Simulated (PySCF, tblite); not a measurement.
Compound: C5H11NO.
Atom-mapped SMILES: `[CH3:1][CH2:2][CH2:3][NH:4][C:5]([CH3:6])=[O:7]` (hydrogens: H8, H9, H10 on C1; H11, H12 on C2; H13, H14 on C3; H15 on N4; H16, H17, H18 on C6)

Computed geometry: GFN2-xTB, gas phase.

**Question.** List the bond lengths, angles and torsions at this level.

**Answer.** 
| bond | length (Å) |
| --- | --- |
| C1–C2 | 1.523 |
| C2–C3 | 1.530 |
| C3–N4 | 1.444 |
| N4–C5 | 1.354 |
| C5–C6 | 1.517 |
| C5=O7 | 1.211 |
| C1–H8, C1–H9, C1–H10 | 1.087 |
| C2–H11, C2–H12 | 1.092 |
| C3–H13, C3–H14 | 1.094 |
| N4–H15 | 1.008 |
| C6–H16, C6–H17, C6–H18 | 1.087 |

Bonds in one row agree within 0.01 Å and their mean is given. A selection of angles:
| angle | degrees |
| --- | --- |
| C2–C1–H8 | 110.6 |
| C2–C1–H10 | 110.3 |
| H8–C1–H9 | 108.4 |
| H8–C1–H10 | 108.7 |
| C1–C2–C3 | 111.9 |
| C1–C2–H11 | 109.7 |
| C3–C2–H11 | 108.3 |
| C3–C2–H12 | 109.3 |
| H11–C2–H12 | 107.7 |
| C2–C3–N4 | 112.1 |
| C2–C3–H13 | 109.8 |
| N4–C3–H13 | 109.3 |
| N4–C3–H14 | 106.2 |
| H13–C3–H14 | 109.0 |
| C3–N4–C5 | 123.2 |
| C3–N4–H15 | 117.2 |
| C5–N4–H15 | 119.4 |
| N4–C5–C6 | 113.3 |
| N4–C5–O7 | 123.0 |
| C6–C5–O7 | 123.6 |
| C5–C6–H16 | 109.2 |
| H16–C6–H17 | 109.2 |

Dihedral angles: C1–C2–C3–N4 64° (synclinal); C2–C3–N4–C5 -115° (anticlinal); C3–N4–C5–C6 177° (antiperiplanar). The mirror-image conformer, all signs reversed, is as good.

Of the pairs four or more bonds apart, O7···H14 is among the closest relative to their van der Waals radii: 2.33 Å, 86 % of the sum of Bondi's values. The C–N distances run from 1.354 Å (N4–C5, drawn single) to 1.444 Å (C3–N4, drawn single), a spread of 0.090 Å. N4 (amide nitrogen) is planar (angles 123.2°, 119.4° and 117.2°, sum 359.7°, 0.04 Å off the plane of its three neighbours).

Point group: C1 (no symmetry element, even within 0.4 Å). Its GFN2-xTB frequencies are all real (lowest 45 cm⁻¹). The numbers are those of one conformer.
